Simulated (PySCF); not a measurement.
From one molecule to another.

First species: C6H13NOSi.
Z-matrix (Å and degrees, GFN2-xTB geometry), rows numbered from 1:
```
C 
C   1  1.3286
C   2  1.4630  1  125.26
C   3  1.5021  2  117.92  1    -6.28
N   3  1.2720  2  126.06  1   173.81
C   5  1.4229  3  126.09  2    -1.44
Si  6  1.9199  5  107.80  3   -87.02
C   6  1.5311  5  107.20  3   153.14
O   8  1.4060  6  111.86  5   -63.94
H   1  1.0766  2  122.69  3    -0.72
H   1  1.0777  2  121.35  3   179.90
H   2  1.0823  1  118.87  3   179.81
H   4  1.0885  3  110.56  2   -58.00
H   4  1.0860  3  109.26  2  -178.38
H   4  1.0885  3  110.10  2    61.92
H   6  1.1009  5  113.46  3    34.20
H   7  1.4604  6  108.82  5   -54.26
H   7  1.4647  6  107.32  5    64.78
H   7  1.4633  6  108.30  5  -175.39
H   8  1.0987  6  109.13  5    58.26
H   8  1.0918  6  110.60  5   178.11
H   9  0.9653  8  106.80  6    54.35
```

Second species: C5H8FNO.
Z-matrix (Å and degrees, GFN2-xTB geometry), rows numbered from 1:
```
C 
C   1  1.5268
C   2  1.5302  1  109.76
O   3  1.2054  2  126.77  1    67.28
N   3  1.3497  2  107.45  1  -111.22
C   5  1.4395  3  115.94  2    -1.05
C   2  1.5303  1  113.16  3  -116.46
F   7  1.3802  2  110.29  1  -137.86
H   1  1.0876  2  110.63  3  -177.29
H   1  1.0868  2  109.31  3   -57.35
H   1  1.0883  2  110.53  3    62.01
H   2  1.0924  1  109.66  3   120.17
H   5  1.0067  3  122.04  2   179.59
H   6  1.0939  5  111.54  3  -127.32
H   6  1.0962  5  111.21  3   110.91
H   7  1.0944  2  113.23  1   -19.83
```

Levels: PBE0/pcSseg-1 for HOMO energy, LUMO energy and HOMO–LUMO gap. Geometries: GFN2-xTB. Each structure is a single optimised conformer of the isolated species, non-relativistic unless stated. Electronic properties by PySCF.

Dipoles, sizes and rotational constants follow the conformer. The torsions of the flexible species, by atom-mapped SMILES:
- `[CH2:1]=[CH:2]/[C:3]([CH3:4])=[N:5]\[C@H:6]([SiH3:7])[CH2:8][OH:9]`: C1–C2–C3–C4 -6°, C3–N5–C6–Si7 -87°, N5–C6–C8–O9 -64°, H–O9–C8–C6 54°

The conformers of `C[C@@H]1C(=O)NC[C@H]1F` aren't listed.

```tsv
property	column X	column Y
HOMO energy	-7.05 eV	-7.28 eV
LUMO energy	-1.53 eV	0.71 eV
HOMO–LUMO gap	5.52 eV	7.99 eV
```

Question: Which column belongs to which species?

Answer: Column X is the first species and column Y the second. The first has 22 atoms and 78 electrons, the second 16 and 62.

Question: How does each property change from the first species to the second?

Answer: HOMO energy -0.23 eV; LUMO energy +2.24 eV; HOMO–LUMO gap +2.47 eV.

